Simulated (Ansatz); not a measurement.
A made-up structure of BSiH3Cl2, singlet:

```
atom    x (Å)    y (Å)    z (Å)
  B1   0.4414  -0.5948  -0.1905
 Si2  -0.5810   0.9542   0.5667
 Cl3   1.3177   0.0263  -1.7090
 Cl4  -0.7997  -1.9030  -0.6465
  H5  -0.3631   1.4620   1.8748
  H6  -1.5642   1.5633  -0.2572
  H7   1.2372  -1.1101   0.4605
```

It is relaxed with PBE-D4/def2-SVP and then PBE0-D4/def2-TZVP (Ansatz 0.2.0). Atoms count as bonded within 1.22 times the sum of their covalent radii (H–H: 0.88 Å). The end point is not checked to be a true minimum.

Does its bonding change? (A judgement: the text doesn't fix the answer.)

The calculation gives: Yes. Formed: Si2–Cl3; broken: B1–Cl3.

Where it ends: The first stage lowers the energy by 1.67 eV in 17 steps. It ends as BSiH₃Cl₂ ([Cl][BH][SiH2][Cl]):
B1  (0.202, -1.110, -0.004)
Si2  (-0.203, 0.864, 0.022)
Cl3  (1.378, 1.966, -0.708)
Cl4  (-1.036, -2.181, 0.582)
H5  (-0.475, 1.315, 1.411)
H6  (-1.394, 1.155, -0.818)
H7  (1.215, -1.610, -0.386)
(Å)

Labels in which every atom is bracketed show which atoms are joined, not bond orders.

For scale, one of the runs: PBE0-D4/def2-TZVP relaxation, 160 basis functions, launched by `ansatz run in.yaml --threads 2 --pin off --events-out ev --progress --plain --max-ram 4352MiB`. Hardware: 2 CPU threads of an Intel Xeon Platinum 8488C, shared host. Wall time about 90 s.
